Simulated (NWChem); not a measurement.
System meant: TeCl₃, doublet; SMILES Cl[Te](Cl)Cl

Here is an NWChem input.

```
start job
memory heap 200 mb stack 900 mb global 1100 mb
geometry units angstroms noautoz
  Te     0.316467    -0.003699     0.000000
  Cl     0.475911    -0.295607     2.461357
  Cl     0.475911    -0.295607    -2.461357
  Cl    -2.061996     0.096877     0.000000
end
basis spherical
  * library def2-svp
end
dft
  odft
  mult 2
  xc b3lyp
  iterations 150
  mulliken
end
task dft energy
```

End of the output:

```
             Grid Information
             ----------------
          Grid used for XC integration:  medium
          Radial quadrature: Mura-Knowles
          Angular quadrature: Lebedev.
          Tag              B.-S. Rad. Rad. Pts. Rad. Cut. Ang. Pts.
          ---              ---------- --------- --------- ---------
          Te                  1.40      123           8.0       590
          Cl                  1.00       88          11.0       590
          Grid pruning is: on
          Number of quadrature shells:   299
          Spatial weights used:  Erf1

          Convergence Information
          -----------------------
          Convergence aids based upon iterative change in
          total energy or number of iterations.
          Levelshifting, if invoked, occurs when the
          HOMO/LUMO gap drops below (HL_TOL):  1.00D-02
          DIIS, if invoked, will attempt to extrapolate
          using up to (NFOCK): 10 stored Fock matrices.

                    Damping( 0%)  Levelshifting(0.5)       DIIS
                  --------------- ------------------- ---------------
          dE  on:    start            ASAP                start
          dE off:    2 iters        150 iters           150 iters

      Screening Tolerance Information
      -------------------------------
          Density screening/tol_rho:  1.00D-10
          AO Gaussian exp screening on grid/accAOfunc:  14
          CD Gaussian exp screening on grid/accCDfunc:  20
          XC Gaussian exp screening on grid/accXCfunc:  20
          Schwarz screening/accCoul:  1.00D-08

      Superposition of Atomic Density Guess
      -------------------------------------

      charge =      52.0 Te (Tellurium)

      symmetry species            s     p     d     f
      number of basis functions =10     7     6
      number of cont. functions = 4     4     2
      number of closed shells   = 5     3     2
      number of open shells     = 0     1     0
      open shell occupation     = 0     4     0
 ------------------------------------------------------------------------
 atomscf:atomd: error in atom scf                   0
 ------------------------------------------------------------------------
 ------------------------------------------------------------------------
  current input line :
    19: task dft energy
 ------------------------------------------------------------------------
 ------------------------------------------------------------------------
 This error has not yet been assigned to a category
 ------------------------------------------------------------------------
 For more information see the NWChem manual at https://nwchemgit.github.io

0:atomscf:atomd: error in atom scf:Received an Error in Communication
```

**Question.** What is wrong, and how is it mended?

**Answer.** The run crashed. Cause: the def2 basis of a heavy element holds valence functions alone and wants its effective core potential (without it all electrons must fit into that basis). This input runs:
```
start job
memory heap 200 mb stack 900 mb global 1100 mb
geometry units angstroms noautoz
  Te     0.316467    -0.003699     0.000000
  Cl     0.475911    -0.295607     2.461357
  Cl     0.475911    -0.295607    -2.461357
  Cl    -2.061996     0.096877     0.000000
end
basis spherical
  Te library def2-svp
  Cl library def2-svp
end
ecp
  Te library def2-ecp
end
dft
  odft
  mult 2
  xc b3lyp
  iterations 150
  mulliken
end
task dft energy
```
It converges to -1648.33137 Ha (B3LYP/def2-SVP with def2 effective core potentials on Te, spin-unrestricted).
